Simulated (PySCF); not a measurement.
# Electron correlation in Bi⁺ (bismuth, charge +1)

[Xe] 4f14 5d10 6s2 6p1 6d1, one real determinant (an excited configuration). Calculation: PySCF 2.14, in aug-cc-pVQZ-PP with ECP60MDF (7s7p5d3f2g, 92 functions); a scalar-relativistic core potential. Frozen: 5s2 5p6 5d10; 4 electrons correlated.

| level | correlation energy (mhartree) |
| --- | --- |
| CCSD | -64.29 |
| (T) | -6.21 |
| CCSD(T) | -70.50 |

Diagnostics: T1 = 0.046, D1 = 0.1289, largest double amplitude 0.339.

The real determinant used has ⟨L²⟩ near 8 against 12 for a pure F term, so it mixes terms. Spin-orbit coupling, absent here, splits the open shell strongly. The outer electron is Rydberg-like, and this basis confines it to a smaller radius and binds it less than a complete one would. T1 exceeds 0.03, a sign that the reference determinant is poor. A double-excitation amplitude exceeds 0.15, a sign of near-degeneracy.

Cost of the coupled-cluster step: of the order of 18 core-seconds, for 4 correlated electrons.

The reference is one real determinant that mixes LS terms of this configuration.
